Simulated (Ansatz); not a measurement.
Reaction (redistribution): `[OH][Ga]([F])[Br]` + `[SiH3]O/C=C\S` → `[OH][Ga]([F])[SH]` + `[SiH3]O/C=C\Br`

Gas-phase electronic energies from Ansatz, PBE0-D4/def2-TZVP geometries. CBS: MP2 limit from def2 TZ/QZ plus the TZ coupled-cluster correction, frozen cores. Double bonds are as drawn, so ΔE can hold a change between cis and trans. Functionals use def2-TZVPP. B3LYP here is the variant with VWN-RPA as its local correlation; programs differ in this. For Br, Ga outer-core shells are correlated without core-valence functions, which leaves a few kJ/mol of doubt a bond. Scalar relativity is left out up to krypton. One conformer a species, not always the lowest.

```
             level  ΔE (kJ/mol)  difference from CCSD(T)/CBS
            PBE-D4         46.1                         -0.6
         r2SCAN-D4         50.3                          3.6
           PBE0-D4         48.8                          2.1
          B3LYP-D4         47.7                          1.0
           ωB97X-V         47.8                          1.1
           ωB97M-V         47.2                          0.5
            B2PLYP         47.8                          1.1
               PBE         45.7                         -1.0
            r2SCAN         50.1                          3.4
              PBE0         48.5                          1.8
             B3LYP         47.2                          0.5
     HF/def2-TZVPP         55.5                          8.8
    MP2/def2-TZVPP         47.0                          0.3
SCS-MP2/def2-TZVPP         46.7                          0.0
   CCSD/def2-TZVPP         46.7                          0.0
CCSD(T)/def2-TZVPP         46.0                         -0.7
     HF/def2-QZVPP         56.2                          9.5
    MP2/def2-QZVPP         47.6                          0.9
SCS-MP2/def2-QZVPP         47.4                          0.7
      HF/CBS(def2)         56.3                          9.6
     MP2/CBS(def2)         47.7                          1.0
    CCSD/CBS(def2)         47.4                          0.7
       CCSD(T)/CBS         46.7                            0
```

Largest T1 diagnostic among the species: 0.014.

In def2-TZVPP, CCSD(T) changes the Hartree–Fock value by −9.5 kJ/mol (the triples alone add −0.7 kJ/mol) and MP2 by −8.5 kJ/mol.
